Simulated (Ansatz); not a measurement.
Ansatz (an electronic-structure program) input (PBE0/def2-SVP):

Ansatz 0.2 input:
```yaml
crystal:
  periodic: [false, false, false]
  atoms:
    - {symbol: O, position_ang: [2.03215288, -0.46500224, -0.84481346]}
    - {symbol: C, position_ang: [1.79539574, -0.25794865, 0.30124561]}
    - {symbol: O, position_ang: [0.69265736, 0.01890288, 0.92771012]}
    - {symbol: Ge, position_ang: [-0.90071039, 0.14348496, -0.05465675]}
    - {symbol: H, position_ang: [-1.90496315, 0.47342360, 1.04908802]}
    - {symbol: H, position_ang: [-0.71165556, 1.27415717, -1.06753275]}
    - {symbol: H, position_ang: [-1.13150518, -1.22261262, -0.70318611]}
basis:
  gaussian:
    orbitals: def2-SVP
hamiltonian:
  xc: {name: PBE0}
magnetization: {spin_polarized: true, initial_magnetization: 1}
```

End of the output:

```
integrals: 0.04 GiB planned
871 factors; integrals over basis functions are off by at most 1.5e-3 eV
0.15 GiB of the device are held for the grids
0.65 GiB of device memory are held for the factors and their scratch space
mean field: 0.25 GiB planned
mean field evaluation 1: about -61669.5604 eV, gradient 3.2e1 eV
mean field evaluation 2: about -61663.5093 eV, gradient 5.2e1 eV
mean field evaluation 4: about -61672.9751 eV, gradient 3.4e0 eV
mean field evaluation 8: about -61673.1025 eV, gradient 2.3e-1 eV
mean field evaluation 16: about -61673.1029 eV, gradient 3.7e-4 eV
mean field -61673.10291627 eV, -2266.4447286424 hartree, gradient 1.9e-5 eV, S^2 0.753583; 0 other end points of the search recorded, 0 dependent functions left out
reference -61673.10293836 eV, -2266.4447294540 hartree; 29, 28 occupied and 60, 61 virtual orbitals, 871 factors
Total energy: -61673.10293836 eV, -2266.4447294540 hartree
```

It need not be the lowest isomer of its formula.
